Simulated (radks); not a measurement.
All-electron atom: the ytterbium ion Yb0.5+ in [Ne] 3s1.5 3p6 3d10 4s2 4p6 4d10 4f14 5s2 5p6 6s2 (fractional occupations, a model configuration).

Calculated with a radial shooting solver on a logarithmic mesh with Libxc functionals: Dirac Kohn-Sham, PBE, spin-unpolarised, spherical densities, finite nucleus; Fermi nuclear charge, rms radius 5.3108 fm.

Energy parts (hartree):
part                       energy
total                 -14031.1964
kinetic                15576.0098
electron-nucleus      -34809.4988
Hartree                 5495.4502
exchange-correlation    -293.1576

Orbitals (lengths in bohr, moments of r in powers of bohr):
| orbital | occ. | eigenvalue (hartree) | <r> | small-component weight |
|---|---|---|---|---|
| 1s1/2 | 2 | -2248.796 | 0.01966 | 6.90e-02 |
| 2s1/2 | 2 | -381.7533 | 0.08273 | 1.55e-02 |
| 2p1/2 | 2 | -364.2765 | 0.06870 | 1.56e-02 |
| 2p3/2 | 4 | -325.7694 | 0.07620 | 1.42e-02 |
| 3s1/2 | 1.5 | -86.59128 | 0.2159 | 5.05e-03 |
| 3p1/2 | 2 | -78.87985 | 0.2056 | 4.99e-03 |
| 3p3/2 | 4 | -70.67032 | 0.2196 | 4.61e-03 |
| 3d3/2 | 4 | -57.55110 | 0.1929 | 4.49e-03 |
| 3d5/2 | 6 | -55.75414 | 0.1972 | 4.38e-03 |
| 4s1/2 | 2 | -17.23784 | 0.4861 | 1.64e-03 |
| 4p1/2 | 2 | -14.10154 | 0.4935 | 1.55e-03 |
| 4p3/2 | 4 | -12.23364 | 0.5257 | 1.41e-03 |
| 4d3/2 | 4 | -7.06766 | 0.5497 | 1.22e-03 |
| 4d5/2 | 6 | -6.72560 | 0.5611 | 1.18e-03 |
| 5s1/2 | 2 | -2.24050 | 1.199 | 3.29e-04 |
| 5p1/2 | 2 | -1.38407 | 1.350 | 2.58e-04 |
| 5p3/2 | 4 | -1.15267 | 1.463 | 2.20e-04 |
| 4f5/2 | 6 | -0.42930 | 0.7364 | 7.47e-04 |
| 4f7/2 | 8 | -0.37694 | 0.7542 | 7.27e-04 |
| 6s1/2 | 2 | -0.26432 | 3.570 | 3.62e-05 |

The highest occupied level is 6s1/2 at -7.193 eV. The electron density at the nucleus is 1.02e+06 e/bohr^3. The density falls to 0.001 e/bohr^3 at r = 4.84 bohr. Summed over all electrons, <r^2> = 63.41 bohr^2, which gives a Langevin (diamagnetic) susceptibility term of -50.2 x 10^-6 cm^3/mol.
